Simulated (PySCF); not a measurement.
ZrIH₃, SMILES [ZrH3][I], multiplicity 1. The structure is a stationary point at PBE-D3(BJ)/def2-TZVP. The multiplicity is an assumed one; no other spin state was optimised. The structure was generated by enumeration; whether it is a known compound was not checked. The def2 effective core potentials stand for the cores of I, Zr; spin–orbit coupling is left out.

Give the equilibrium geometry at PBE-D3(BJ)/def2-TZVP (PySCF confirms it by a frequency run) as bond lengths and angles, and its point group. (The exact figures need the calculation; the answer reports its results.)

point group C3v.
Atoms: Zr1 I2 H3 H4 H5. Bonded distances (Å): Zr1–I2 2.687, Zr1–H3 1.849, Zr1–H4 1.849, Zr1–H5 1.849. Bond angles (°): I2–Zr1–H3 108.3, I2–Zr1–H4 108.3, I2–Zr1–H5 108.3, H3–Zr1–H4 110.6, H3–Zr1–H5 110.6, H4–Zr1–H5 110.6.
